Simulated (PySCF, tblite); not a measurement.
A complex of silanol and 3 × ammonia

A gas-phase complex of silanol and 3 × ammonia; neutral, singlet. The structure comes from a short search (6 tight-binding starts) and was relaxed by PBE0-D3(BJ)/def2-SVPD; another way of binding may lie lower. No frequency run checks that it is a minimum.

```json
{"part": "1", "name": "silanol", "SMILES": "O[SiH3]", "atoms": "1–6", "charge": "0", "multiplicity": "1"}
{"part": "2", "name": "ammonia", "SMILES": "N", "atoms": "7–10", "charge": "0", "multiplicity": "1"}
{"part": "3", "name": "ammonia", "SMILES": "N", "atoms": "11–14", "charge": "0", "multiplicity": "1"}
{"part": "4", "name": "ammonia", "SMILES": "N", "atoms": "15–18", "charge": "0", "multiplicity": "1"}
```

```
atom  part   x (Å)   y (Å)   z (Å)
  O1     1   0.252   0.572  -0.813
 Si2     1  -1.370   0.305  -0.579
  H3     1   0.747   1.122  -0.126
  H4     1  -1.638  -0.452   0.686
  H5     1  -1.862  -0.502  -1.734
  H6     1  -2.146   1.584  -0.515
  N7     2   1.702   2.002   0.931
  H8     2   1.613   3.009   0.827
  H9     2   2.663   1.737   0.652
 H10     2   1.595   1.794   1.920
 N11     3   4.310   0.978  -0.157
 H12     3   4.846   0.330   0.414
 H13     3   4.980   1.611  -0.586
 H14     3   3.871   0.431  -0.912
 N15     4   2.635  -0.541  -2.245
 H16     4   2.633  -1.557  -2.240
 H17     4   2.651  -0.252  -3.219
 H18     4   1.742  -0.232  -1.850
```

Contacts between parts, classed by geometry: H3···N7 1.675 Å (hydrogen bond, 174°); H9···N11 1.986 Å (hydrogen bond, 168°); H18···O1 1.985 Å (hydrogen bond, 168°); H14···N15 2.062 Å (hydrogen bond, 168°).

Interaction energies are complex less parts, with the parts frozen as they stand in it; counterpoise-corrected, in kcal/mol (PySCF).

Q: Give the interaction energy at each level run.

A: 
```json
{"level": "wB97M-D3(BJ)/def2-SVPD", "interaction": "-24.57", "superposition error removed": "-3.82"}
{"level": "PBE0-D3(BJ)/def2-SVPD", "interaction": "-27.47", "superposition error removed": "-3.75"}
```

Q: What holds them together? Decompose the wB97M-D3(BJ)/def2-SVPD energy: frozen parts, their antisymmetrised product, then relaxation.

A: electrostatic -46.4, Pauli repulsion +52.0, orbital relaxation -29.6, dispersion correction -4.3 kcal/mol, which sum to the value before the counterpoise correction; the Pauli term holds the exchange-correlation of the frozen density too. Of the attraction, 58 % is electrostatic, 37 % is orbital relaxation, 5 % is dispersion correction.

Q: Are the pair energies additive?

A: The pairs sum to -19.45 kcal/mol (1–2 -9.1, 1–3 -1.7, 1–4 -2.1, 2–3 -2.5, 2–4 -1.2, 3–4 -2.8); the rest of -5.13 is a many-body strengthening.

The parts were also relaxed and run alone, at the levels used for the complex: shieldings by PBE0/pcSseg-1; core levels by delta-SCF with SCAN, pcX-2 on the ionised atom and pcseg-1 elsewhere, spin-free X2C.

Values alone: O1–H3 bond (Å): 0.959; shielding of H3 (ppm): 31.21; shielding of N7 (ppm): 266.6; shielding of H9 (ppm): 31.64; shielding of N11 (ppm): 266.6; O1 1s core level (eV): 538.73; N7 1s core level (eV): 405.54; N11 1s core level (eV): 405.54.

Q: What does binding change?

A: 
| property | alone | in the complex | change |
| --- | --- | --- | --- |
| O1–H3 bond (Å) | 0.959 | 1.010 | +0.050 |
| shielding of H3 (ppm) | 31.21 | 20.96 | -10.25 |
| shielding of N7 (ppm) | 266.6 | 241.8 | -24.8 |
| shielding of H9 (ppm) | 31.64 | 25.11 | -6.52 |
| shielding of N11 (ppm) | 266.6 | 249.2 | -17.4 |
| O1 1s core level (eV) | 538.73 | 536.91 | -1.82 |
| N7 1s core level (eV) | 405.54 | 405.04 | -0.51 |
| N11 1s core level (eV) | 405.54 | 404.72 | -0.82 |

Density functionals tend to overstate the lengthening and the red shift of so strongly bound an X–H bond.

The 4 runs behind this took 9.1 min in all, one thread each of Arm Neoverse N1 on a shared host, launched as `OMP_NUM_THREADS=1 python cluster_run.py task.json out`.
